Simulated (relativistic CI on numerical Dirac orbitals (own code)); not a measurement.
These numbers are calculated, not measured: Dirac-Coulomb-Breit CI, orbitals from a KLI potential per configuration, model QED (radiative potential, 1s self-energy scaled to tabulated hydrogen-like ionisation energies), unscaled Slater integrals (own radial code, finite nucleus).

The strongest absorption lines from the ground level of an ion, among the configurations computed and to levels below about 1090 eV (vacuum wavelength in Å, gf): 26.048 (1.3), 26.055 (0.47), 26.538 (1.1), 28.729 (0.063), 30.539 (0.096), 30.602 (0.27), 32.840 (0.17), 45.638 (0.27).

Question: Which ion is it?
A. Gd49+
B. Er51+
C. Hf57+
D. Er53+

Answer: D. Er53+ has 15 electrons and the ground level 3s2.3p3 2P°_3/2; the strongest line goes to 3s2.3p2.3d 2D_3/2. The pattern of lines fixes the number of electrons, and along that sequence the line energies rise steadily with the charge (about as its square where n changes within one kind of shell, about linearly where n is kept but much faster in heavy ions where fine structure, which grows about as Z⁴, sets the gap, and irregularly where shells cross), which fixes Z. Configurations outside the model, such as inner-shell arrays, can give stronger lines. At this charge energies of transitions that change n are usually good to better than 1 %, and those within a shell (Δn = 0) to a few per cent.

LS names give the leading component of a level, which can be under half, so a name can repeat, a term be missing and a line seem to break the LS rules.
